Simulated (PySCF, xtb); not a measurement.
C4H8Si2, SMILES [SiH3]C1=CC=C[SiH2]1.

Harmonic wavenumbers (cm⁻¹) from GFN2-xTB (xtb 6.7.1) at its own minimum, in rising order: 67, 140, 173, 244, 369, 378, 466, 500, 528, 565, 578, 605, 656, 741, 752, 788, 790, 795, 807, 872, 913, 1005, 1040, 1123, 1247, 1311, 1534, 1606, 2224, 2230, 2238, 2253, 2256, 3037, 3050, 3097.

Task: What does r2SCAN-D4/def2-SVP (PySCF) give at its own minimum? (The exact figures need the calculation; the answer reports its results.)

Result: 98, 145, 164, 245, 373, 403, 516, 543, 623, 653, 668, 710, 710, 747, 831, 918, 933, 934, 936, 951, 995, 997, 1008, 1105, 1270, 1331, 1538, 1610, 2204, 2208, 2214, 2215, 2216, 3125, 3153, 3213. Paired by order, the mean absolute difference is 54 cm⁻¹ and the zero-point energies are 58.6 and 60.8 kcal/mol.
